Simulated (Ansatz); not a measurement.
Species: CH₆ClSi₂ (charge 0, doublet). It need not be the lowest isomer of its formula. 
Coordinates optimised at B3LYP-D3(BJ)/def2-TZVP (Ansatz, a first-principles code):
```
Si
H 1 1.4899
C 1 1.8835 2 111.58
H 3 1.0904 1 110.37 2 178.10
H 3 1.0910 4 108.50 1 -121.80
H 3 1.0934 4 108.28 5 -117.07
Si 1 2.3315 2 111.60 3 127.47
H 7 1.4796 1 111.90 2 62.91
H 7 1.4839 8 108.45 1 127.72
Cl 7 2.0831 8 108.03 9 114.85
```
Charge 0, spin multiplicity 2.

Basis-set convergence of Hartree-Fock and MP2 correlation energies (hartree) with Ansatz. Cores are frozen in the correlated levels unless marked. UHF or UKS for open shells. Spin-orbit coupling is left out. No relativistic terms.

```
basis        functions        E(HF)  E(corr, MP2)
-----------  ---------  -----------  ------------
cc-pV(D+d)Z        113  -1078.76296      -0.46281
cc-pV(T+d)Z        231  -1078.81663      -0.59182
cc-pV(Q+d)Z        427  -1078.82916      -0.63993
```

Extrapolating the two largest sets (X = 3 and 4) as X^-3: E(corr) = (64·(-0.63993) - 27·(-0.59182))/37 = -0.6750 Eh, an estimate of the basis-set limit. The largest set recovers 94.8 % of it, the smallest 68.6 %.
